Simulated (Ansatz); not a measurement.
A run on `[SiH3][NH2+][B-](Cl)(Cl)Cl` with other settings.

```yaml
crystal:
  periodic: [false, false, false]
  atoms:
    - {symbol: Si, position_ang: [-0.301107, -1.147144, 0.962169]}
    - {symbol: N, position_ang: [0.660317, -0.102939, -0.197120]}
    - {symbol: B, position_ang: [-0.142250, 1.159223, -0.793409]}
    - {symbol: Cl, position_ang: [-1.319149, 0.475680, -2.016365]}
    - {symbol: Cl, position_ang: [1.109023, 2.257455, -1.547006]}
    - {symbol: Cl, position_ang: [-0.980232, 1.924790, 0.653856]}
    - {symbol: H, position_ang: [-1.714637, -1.132019, 0.562370]}
    - {symbol: H, position_ang: [0.297079, -2.495354, 0.800524]}
    - {symbol: H, position_ang: [-0.030466, -0.627480, 2.315095]}
    - {symbol: H, position_ang: [1.002329, -0.641267, -0.991926]}
    - {symbol: H, position_ang: [1.484493, 0.272051, 0.272411]}
basis:
  gaussian: {orbitals: cc-pVTZ}
hamiltonian: {xc: {name: PBE0-DH}}
```

```sh
$ ansatz run in.yaml --threads 4 --pin off --events-out ev --progress --plain --max-ram 11315MiB
```

Shortened log:

```
Functional definition: PBE0-DH
1548 factors; integrals over basis functions are off by at most 9.0e-4 eV
mean field evaluation 1: about -47673.7663 eV, gradient 3.6e1 eV
mean field evaluation 2: about -47673.9863 eV, gradient 3.6e1 eV
mean field evaluation 4: about -47676.5045 eV, gradient 3.9e0 eV
mean field evaluation 8: about -47676.5429 eV, gradient 4.1e-1 eV
mean field evaluation 16: about -47676.5433 eV, gradient 4.3e-5 eV
mean field -47676.54330335 eV, -1752.0806500762 hartree, gradient 2.5e-6 eV, S^2 0.000000; 0 other end points of the search recorded, 0 dependent functions left out
22 core orbitals not correlated: weight in the atoms' cores, before any rotation towards them, 1.000 or more for the frozen orbitals, at most 0.000 for the correlated occupied ones
reference -47676.54332663 eV, -1752.0806509319 hartree; 19, 19 occupied and 225, 225 virtual orbitals, 1548 factors
second order -34.45475253 eV of doubles, -0.00000000 eV of singles
Total energy: -47680.85017070 eV, -1752.2389245321 hartree
```

Hardware: 4 threads of an Arm Neoverse V1 on a shared host. Wall time 8.5 s, peak host memory 0.85 GiB.
